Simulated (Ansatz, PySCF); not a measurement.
AlBr2, SMILES [Br][Al+][Br], charge +1. Atoms are numbered in the order given.

```xyz
3

Al     0.0000     0.0000     0.0000
Br     0.0000     0.0000    -2.1564
Br     0.0000     0.0000     2.1564
```
Charge +1, spin multiplicity 1.

The structure is a stationary point at B3LYP-D3(BJ)/def2-TZVP. The spin state was assumed, not searched. The isomer is the one that the SMILES or the coordinates give; other isomers of the formula were not compared.

Two levels are set side by side: PBE-D3(BJ)/def2-TZVP (Ansatz, a program for electronic structure) and B3LYP-D3(BJ)/def2-TZVP (Ansatz). Each level has its own optimised geometry; the coordinates shown are those of the second. Frequencies come from the Hessian of PySCF at each geometry. Differences are taken from unrounded values.

| quantity | B3LYP-D3(BJ) | PBE-D3(BJ) | PBE-D3(BJ) minus B3LYP-D3(BJ) |
|---|---|---|---|
| mean bond length (Å) | 2.156 | 2.165 | 0.009 |
| bond Al1–Br2 (Å) | 2.156 | 2.165 | 0.009 |
| bond Al1–Br3 (Å) | 2.156 | 2.165 | 0.009 |
| highest harmonic wavenumber (cm⁻¹) | 660 | 650 | -11 |
| mean harmonic wavenumber (cm⁻¹) | 284 | 279 | -5 |
| zero-point energy (kcal/mol) | 1.62 | 1.59 | -0.03 |

Exact exchange shortens and stiffens bonds; PBE has none. Differences between two approximate levels are no errors against the true value.
